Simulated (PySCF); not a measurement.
Isomers of C4H2F4O.

All values: PBE0/pcSseg-1 (PySCF) at GFN2-xTB geometries, gas phase, one conformer each.

Problem. Rank by LUMO energy, highest first.
A. `[O:1]=[CH:2][C@@H:3]([F:4])[C:5]([F:6])=[C:7]([F:8])[F:9]` with O1–C2–C3–F4 -168°, C2–C3–C5–F6 128°
B. `[CH2:1]=[C:2]([C:3](=[O:4])[F:5])[C:6]([F:7])([F:8])[F:9]` with C1–C2–C3–O4 180°
C. `[O:1]=[C:2]([F:3])/[CH:4]=[CH:5]\[C:6]([F:7])([F:8])[F:9]` with O1–C2–C4–C5 0°
D. `[F:1][C:2]([F:3])([F:4])[O:5][C:6]1([F:7])[CH:8]=[CH:9]1` with C2–O5–C6–F7 -84°

Solution. D (-0.97 eV), A (-1.64 eV), B (-2.71 eV), C (-2.94 eV).

Problem. Rank by dipole moment, lowest first.
A. `[CH2:1]=[C:2]([C:3](=[O:4])[F:5])[C:6]([F:7])([F:8])[F:9]` with C1–C2–C3–O4 180°
B. `[O:1]=[CH:2][C@@H:3]([F:4])[C:5]([F:6])=[C:7]([F:8])[F:9]` with O1–C2–C3–F4 -168°, C2–C3–C5–F6 128°
C. `[F:1][C:2]([F:3])([F:4])[O:5][C:6]1([F:7])[CH:8]=[CH:9]1` with C2–O5–C6–F7 -84°

Solution. B (1.45 D), C (3.36 D), A (3.82 D).

Problem. Rank by the highest Hirshfeld charge on any atom, lowest value first.
A. `[O:1]=[CH:2][C@@H:3]([F:4])[C:5]([F:6])=[C:7]([F:8])[F:9]` with O1–C2–C3–F4 -168°, C2–C3–C5–F6 128°
B. `[CH2:1]=[C:2]([C:3](=[O:4])[F:5])[C:6]([F:7])([F:8])[F:9]` with C1–C2–C3–O4 180°
C. `[F:1][C:2]([F:3])([F:4])[O:5][C:6]1([F:7])[CH:8]=[CH:9]1` with C2–O5–C6–F7 -84°

Solution. A (+0.162 e), B (+0.258 e), C (+0.309 e).

All values together:

```tsv
SMILES	μ (D)	HOMO (eV)	LUMO (eV)	lowest IAO charge (e)	highest IAO charge (e)	lowest Hirshfeld charge (e)	highest Hirshfeld charge (e)
O=C[C@@H](F)C(F)=C(F)F	1.45	-7.95	-1.64	-0.352 (O)	+0.535 (C)	-0.202 (O)	+0.162 (C)
FC(F)(F)OC1(F)C=C1	3.36	-9.01	-0.97	-0.354 (O)	+0.953 (C)	-0.147 (O)	+0.309 (C)
O=C(F)/C=C\C(F)(F)F	3.92	-9.47	-2.94	-0.355 (O)	+0.806 (C)	-0.206 (O)	+0.263 (C)
C=C(C(=O)F)C(F)(F)F	3.82	-9.62	-2.71	-0.357 (O)	+0.810 (C)	-0.207 (O)	+0.258 (C)
```

Conformers: `[O:1]=[CH:2][C@@H:3]([F:4])[C:5]([F:6])=[C:7]([F:8])[F:9]` with O1–C2–C3–F4 -168°, C2–C3–C5–F6 128°; `[F:1][C:2]([F:3])([F:4])[O:5][C:6]1([F:7])[CH:8]=[CH:9]1` with C2–O5–C6–F7 -84°; `[O:1]=[C:2]([F:3])/[CH:4]=[CH:5]\[C:6]([F:7])([F:8])[F:9]` with O1–C2–C4–C5 0°; `[CH2:1]=[C:2]([C:3](=[O:4])[F:5])[C:6]([F:7])([F:8])[F:9]` with C1–C2–C3–O4 180°.
